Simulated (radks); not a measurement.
Q: The arsenic ion As3+ is in [Ar] 3d10 4s2. Method: Dirac Kohn-Sham, PBE, spin-unpolarised, spherical densities, finite nucleus; Fermi nuclear charge, rms radius of each element as measured or else 0.836 A^(1/3) + 0.57 fm; computed with a radial shooting solver on a logarithmic mesh with Libxc functionals. Sub-shells are occupied by j as written (lower j first in brackets). One electron is removed from 3p3/2, 3d3/2, 4s1/2, 3d5/2 in turn, with full relaxation. Which removal costs least, and what does each cost?

A: 4s1/2 50.647 eV; 3d5/2 87.718 eV; 3d3/2 88.501 eV; 3p3/2 180.13 eV. The 4s1/2 electron leaves first.
